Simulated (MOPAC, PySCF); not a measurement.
C₃H₁₀OSi, SMILES `C[Si](C)(C)O` (C–Si–O–H torsion 60°), neutral singlet in the gas phase. 

Cartesian coordinates (Å):
SMILES: C[Si](C)(O)C
```xyz
15

C     -1.3192    -1.0395    -0.5751
Si    -0.0235    -0.0062     0.3005
C     -0.0251     1.7255    -0.4166
C      1.6639    -0.7875     0.1533
O     -0.3314     0.0442     1.9353
H     -1.1058    -1.1120    -1.6446
H     -1.3522    -2.0533    -0.1701
H     -2.3165    -0.6045    -0.4696
H     -1.0028     2.2026    -0.3087
H      0.2142     1.7085    -1.4830
H      0.7123     2.3578     0.0827
H      2.4160    -0.1935     0.6765
H      1.6686    -1.7905     0.5850
H      1.9672    -0.8695    -0.8931
H     -1.1657     0.4179     2.2275
```
Charge 0, multiplicity 1.

All levels are single points at this geometry (B3LYP-D3(BJ)/def2-TZVP); Pople sets use spherical d functions. Orbital energies aren't observables, and empty levels follow the basis.

```
level                      HOMO (eV)  LUMO (eV)  gap (eV)  dipole (D)  vertical IE, Delta-SCF (eV)
-------------------------  ---------  ---------  --------  ----------  ---------------------------
M06-2X/def2-TZVP in PySCF      -9.29       1.27     10.56        1.35                            –
SVWN5/6-31G* in PySCF          -6.23       0.74      6.97        1.41                            –
HF/6-31G* in PySCF            -11.30       5.21     16.51        1.55                         9.93
AM1 in MOPAC                  -10.63       1.60     12.23        1.36                            –
PM3 in MOPAC                   -9.87       1.15     11.01        1.36                            –
PM7 in MOPAC                  -10.75       1.23     11.98        1.92                            –
```
